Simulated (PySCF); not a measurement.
## Removing the step error of a finite difference

System: C2H9AlN2O, singlet, geometry from GFN2-xTB (such geometries of metal compounds can be far from the true shape). Level: CAMB3LYP/6-31G, polarisability run with PySCF. Sums are taken with unrounded values, so a last digit can differ.

Second differences of the energy in a field along z gave a polarisability along z of 49.696 bohr³ at step 0.02 and 51.220 bohr³ at step 0.05 (atomic units).

Extrapolate to zero step.

The leading error of a symmetric difference goes as h², so A(h) = A0 + c h². Then c = (51.220 - (49.696))/(0.05² - 0.02²) = 726 (atomic units) and A0 = 49.696 - c × 0.02² = 49.405 bohr³. The analytic value from the same program and level is 49.458 bohr³: the smaller step missed it by 0.238, the extrapolation by -0.053.
